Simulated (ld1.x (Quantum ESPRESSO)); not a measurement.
u(r) = r·R(r): atom against pseudo-atom (magnesium)

Columns: radius, all-electron u(r) and pseudo u(r) of the 3s shell (level -4.71 eV) of magnesium in the configuration [Ne] 3s2 3p0; PBE, scalar-relativistic, ultrasoft scheme, ld1.x (Quantum ESPRESSO) 7.5.

```
r (bohr)  all-electron  pseudo
   0.148        0.0434  0.0378
   0.295       -0.1608  0.0760
   0.443       -0.2410  0.1156
   0.590       -0.2113  0.1564
   0.738       -0.1229  0.1991
   0.885       -0.0126  0.2431
   1.033        0.1006  0.2884
   1.180        0.2051  0.3340
   1.328        0.2976  0.3795
   1.475        0.3753  0.4232
   1.623        0.4394  0.4646
   1.770        0.4902  0.5018
   1.918        0.5300  0.5343
   2.065        0.5596  0.5606
   2.213        0.5802  0.5803
   2.360        0.5925  0.5925
   2.508        0.5977  0.5977
   2.655        0.5967  0.5967
   2.802        0.5905  0.5905
   2.950        0.5797  0.5797
   3.098        0.5654  0.5654
   3.245        0.5484  0.5484
   3.393        0.5290  0.5290
   3.540        0.5082  0.5082
   3.688        0.4860  0.4860
   3.835        0.4634  0.4634
```

(1) How many radial nodes do the two functions have?

(2) At about which radius was the pseudo-wave matched?

(3) Is the pseudo-wave norm-conserving?

## Answers

(1) The all-electron 3s function has n − l − 1 = 2; the pseudo-wave has 0, since the states of the same l below it are removed with the core.

(2) 2.30 bohr, where the columns begin to agree (steps of 0.15 bohr).

(3) No, it belongs to an ultrasoft set: the norm inside the radius is not constrained, and the difference is carried by the augmentation charge.
